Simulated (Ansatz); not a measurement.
Total energies of SiEt3(NCO) (C7H15NOSi) from Ansatz at PBE0-D4/def2-TZVP, gas phase (1 Eh = 27.2114 eV = 2625.5 kJ/mol). The reference geometry is relaxed at PBE-D4/def2-SVP.

```xyz
25

Si   -0.003    0.092   -0.009
C     1.397    0.603   -1.175
C     1.354   -0.051   -2.563
H     2.358    0.369   -0.666
H     1.368    1.713   -1.261
H     2.214    0.258   -3.192
H     1.379   -1.158   -2.487
H     0.431    0.217   -3.117
C    -1.700    0.519   -0.728
C    -2.896    0.020    0.096
H    -1.742    0.104   -1.759
H    -1.738    1.625   -0.849
H    -3.863    0.269   -0.387
H    -2.864   -1.081    0.226
H    -2.913    0.468    1.111
C     0.228    0.825    1.720
C     1.520    0.406    2.435
H    -0.660    0.539    2.326
H     0.175    1.933    1.619
H     1.591    0.839    3.454
H     1.581   -0.697    2.539
H     2.423    0.732    1.879
N     0.066   -1.654    0.152
C     0.120   -2.856    0.263
O     0.172   -4.036    0.372
```

| state | geometry | energy (Eh) |
| --- | --- | --- |
| charge 0 singlet | reference | -694.90602 |
| charge 1 doublet | reference | -694.55857 |
| charge 1 doublet | relaxed at PBE-D4/def2-SVP | -694.57639 |
| free Si atom (triplet) | – | -289.24943 |
| free C atom (triplet) | – | -37.80537 |
| free H atom (doublet) | – | -0.50104 |
| free N atom (quartet) | – | -54.54382 |
| free O atom (triplet) | – | -75.01860 |

Single mean-field runs in def2-TZVP are fitted with def2-universal-jkfit.

(1) Work out the vertical ionisation energy to the doublet.

(2) How much does the charge 1 doublet relax, and what is the adiabatic ionisation energy?

(3) What is the binding energy per atom against free atoms?

(1) E(charge 1 doublet) − E(charge 0 singlet) = -694.55857 − (-694.90602) = 0.34745 Eh = 9.45 eV. For comparison, −ε of the highest occupied level is 7.80 eV at this level, 1.65 eV less.

(2) Relaxation: -694.55857 − (-694.57639) = 0.01782 Eh = 0.48 eV. Adiabatic ionisation energy: 0.32963 Eh = 8.97 eV, without zero-point energy. 

(3) Atoms: 1 × (-289.24943) + 7 × (-37.80537) + 15 × (-0.50104) + 1 × (-54.54382) + 1 × (-75.01860) = -690.96504 Eh. Binding: -690.96504 − (-694.90602) = 3.94098 Eh = 107.24 eV, or 4.29 eV for each of 25 atoms (no zero-point energy, no counterpoise term).
